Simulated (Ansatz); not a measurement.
Task: Predict a relaxed structure of Sr4Te5⁻ (the lowest doublet isomer of a short search), charge -1, doublet, at PBE-D4/def2-SVP (Ansatz).

Result: 
```tsv
atom	x (Å)	y (Å)	z (Å)
Sr1	1.5867	0.0200	2.2714
Sr2	0.2770	1.7339	-1.3474
Sr3	-2.1144	-0.5569	0.3432
Sr4	1.4754	-2.2717	-0.9912
Te5	-0.6972	2.0649	1.8117
Te6	-0.0013	-2.6729	1.7931
Te7	3.1668	0.3621	-0.4467
Te8	-2.8523	2.3717	-0.8208
Te9	-0.8408	-1.0510	-2.6134
```
Point group Cs (tolerance 0.1 Å). This is one stationary point.

In the def2 sets Sr, Te take a core potential; there is no spin–orbit coupling. The structure comes from a short search, and lower isomers may exist.
